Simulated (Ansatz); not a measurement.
Zn4O4H14⁻. The state is a doublet with charge -1. Geometry r2SCAN-D4/def2-SVP, that of the neutral singlet; atoms count from 1.

```xyz
22

Zn    1.345   -1.181    1.385
O    -1.660    0.648    1.201
Zn    2.025    1.385    0.877
O     2.247   -0.203   -0.296
O    -0.538    0.374   -1.439
Zn   -2.365    0.412   -0.735
Zn    0.701   -1.155   -1.263
O    -2.351   -1.651   -0.317
H     0.811    0.551    1.727
H     2.176   -1.914    2.464
H    -0.680    0.638    1.352
H    -2.029    1.286    1.826
H     0.736    2.701   -0.284
H     2.973    2.570    1.137
H     3.139   -0.452   -0.578
H     0.379    2.076   -0.567
H    -0.475    0.770   -2.319
H    -3.656    1.119   -1.197
H     0.097   -1.687    0.370
H     0.985   -2.201   -2.377
H    -1.473   -1.824    0.101
H    -2.387   -2.262   -1.068
```

The highest occupied level of the charge -1 doublet lies above zero (up to 1.60 eV). By energy differences it is unbound by 0.36 eV (vertical, against the charge 0 singlet, at PBE0-D4/def2-TZVP) and held by the finite basis. In the doublet geometry the species has come apart into loosely held pieces.

Estimate the Mulliken populations from the PBE0/def2-TZVP orbitals of Ansatz.


| atom | charge (e) | spin (α − β) | d electrons |
| --- | --- | --- | --- |
| Zn1 | -0.07 | 0.30 | 10.01 |
| O2 | -0.52 | -0.04 | – |
| Zn3 | -0.05 | 0.34 | 10.02 |
| O4 | -0.63 | -0.12 | – |
| O5 | -0.76 | 0.00 | – |
| Zn6 | 0.41 | 0.06 | 10.05 |
| Zn7 | 0.13 | 0.22 | 10.03 |
| O8 | -0.52 | -0.03 | – |
| H9 | -0.11 | -0.02 | – |
| H10 | -0.14 | 0.00 | – |
| H11 | 0.30 | -0.01 | – |
| H12 | 0.23 | 0.13 | – |
| H13 | 0.02 | 0.00 | – |
| H14 | -0.12 | 0.01 | – |
| H15 | 0.31 | 0.07 | – |
| H16 | 0.03 | 0.00 | – |
| H17 | 0.33 | 0.00 | – |
| H18 | -0.12 | 0.00 | – |
| H19 | -0.13 | -0.02 | – |
| H20 | -0.14 | 0.01 | – |
| H21 | 0.27 | 0.04 | – |
| H22 | 0.29 | 0.06 | – |
Mulliken values depend strongly on the basis.

Where does the spin sit?

Summed by element: Zn 0.93, O -0.20, H 0.27, of 1 unpaired in all. Largest on single atoms: Zn3 0.34, Zn1 0.30, Zn7 0.22.

And the Mayer bond orders between heavy atoms (over 0.3)?

Zn1–Zn3 0.39 (2.70 Å); Zn1–Zn7 0.33 (2.72 Å); O2–Zn6 0.31 (2.07 Å); O5–Zn6 0.45 (1.96 Å); O5–Zn7 0.39 (1.98 Å); Zn6–O8 0.31 (2.11 Å).
